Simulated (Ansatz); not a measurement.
Cost and result up the ladder for the cluster Mg2Te3 (5 atoms). Total charge 0; singlet. Geometry: r2SCAN-D4/def2-SVP.

```xyz
5

Mg   -0.123   -1.600    0.415
Mg   -0.630    0.980   -1.183
Te    1.186   -0.082    2.142
Te   -1.672   -1.382   -1.704
Te    1.240    2.084    0.329
```

Ansatz on 4 threads of Arm Neoverse V2 on a shared host. Times are rough, and most runs start from the orbitals of an earlier one. ωB97M-V/def2-TZVP serves as the yardstick here, not as an exact answer. Differences are given only for rows in sets of like size (and for xTB, whose basis is part of the method), since another set adds its own error. Binding counts from free atoms at the same level (Mg singlet, Te triplet; other spins of the atoms weren't run), without zero-point energy or a counterpoise term.

In the def2 sets Te takes a core potential; there is no spin–orbit coupling. Correlated methods freeze 14 core orbitals; core or outer-core shells of Mg, Te are correlated, in sets that lack core-valence functions. The rows differ in basis, and correlated rows in double-zeta sets carry the largest basis error. The structure comes from a short search, and lower isomers may exist.

Correlated methods converge slowly with the basis, most of all in double-zeta sets.

```json
{"level": "PBE-D4/def2-SVP", "functions": "114", "wall time": "1.2 s", "binding energy per atom (eV)": "2.05", "difference from ωB97M-V/def2-TZVP (eV)": "–"}
{"level": "LDA (SPW92)/def2-TZVP", "functions": "214", "wall time": "1.4 s", "binding energy per atom (eV)": "2.38", "difference from ωB97M-V/def2-TZVP (eV)": "0.54"}
{"level": "PBE0-D4/def2-SVP", "functions": "114", "wall time": "2 s", "binding energy per atom (eV)": "1.99", "difference from ωB97M-V/def2-TZVP (eV)": "–"}
{"level": "PBE-D4/def2-TZVP (with forces)", "functions": "214", "wall time": "2.9 s", "binding energy per atom (eV)": "2.05", "difference from ωB97M-V/def2-TZVP (eV)": "0.22"}
{"level": "MP2/def2-TZVP", "functions": "214", "wall time": "4.6 s", "binding energy per atom (eV)": "1.97", "difference from ωB97M-V/def2-TZVP (eV)": "0.14"}
{"level": "PBE0-D4/def2-TZVP", "functions": "214", "wall time": "5.5 s", "binding energy per atom (eV)": "2.01", "difference from ωB97M-V/def2-TZVP (eV)": "0.17"}
{"level": "r2SCAN-D4/def2-TZVP", "functions": "214", "wall time": "5.5 s", "binding energy per atom (eV)": "2.04", "difference from ωB97M-V/def2-TZVP (eV)": "0.20"}
{"level": "B2PLYP/def2-TZVP", "functions": "214", "wall time": "7.5 s", "binding energy per atom (eV)": "1.86", "difference from ωB97M-V/def2-TZVP (eV)": "0.02"}
{"level": "ωB97M-V/def2-TZVP", "functions": "214", "wall time": "13 s", "binding energy per atom (eV)": "1.84", "difference from ωB97M-V/def2-TZVP (eV)": "0.00"}
{"level": "CCSD(T)/def2-SVP", "functions": "114", "wall time": "20 s", "binding energy per atom (eV)": "1.68", "difference from ωB97M-V/def2-TZVP (eV)": "–"}
```
